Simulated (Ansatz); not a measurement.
`[CH2]1[SiH2][GeH2]1` and `O[CH]1[SiH2][GeH2]1` differ in one atom or group.

Ansatz, PBE0-D4/def2-TZVP geometries, multiplicity 1. Each molecule was computed in one conformer, which needn't be the lowest.

Scalar relativity is left out up to krypton.

```tsv
property	`[CH2]1[SiH2][GeH2]1`
HOMO energy (B3LYP/def2-TZVPP) / eV	-6.41
HOMO energy (ωB97M-V/def2-TZVPP) / eV	-8.60
LUMO energy (PBE0/def2-TZVPP) / eV	-0.27
LUMO energy (B3LYP/def2-TZVPP) / eV	-0.51
HOMO energy (PBE0/def2-TZVPP) / eV	-6.60
HOMO energy (PBE/def2-TZVPP) / eV	-5.63
```

(1) What does the change do to each property? (An estimate is asked.)

Answers

(1) Ansatz gave: 
```
                             property  `O[CH]1[SiH2][GeH2]1`  shift
  HOMO energy (B3LYP/def2-TZVPP) / eV                  -6.16   0.25
HOMO energy (ωB97M-V/def2-TZVPP) / eV                  -8.39   0.21
   LUMO energy (PBE0/def2-TZVPP) / eV                  -0.34  -0.07
  LUMO energy (B3LYP/def2-TZVPP) / eV                  -0.57  -0.06
   HOMO energy (PBE0/def2-TZVPP) / eV                  -6.35   0.25
    HOMO energy (PBE/def2-TZVPP) / eV                  -5.27   0.36
```

With PBE0 the HOMO rises by 0.25 eV and the LUMO falls by 0.07 eV, so the gap narrows by about 0.32 eV. PBE moves the HOMO by 0.36 eV and ωB97M-V by 0.21 eV.

B3LYP here is the variant with VWN-RPA as its local correlation; programs differ in this.
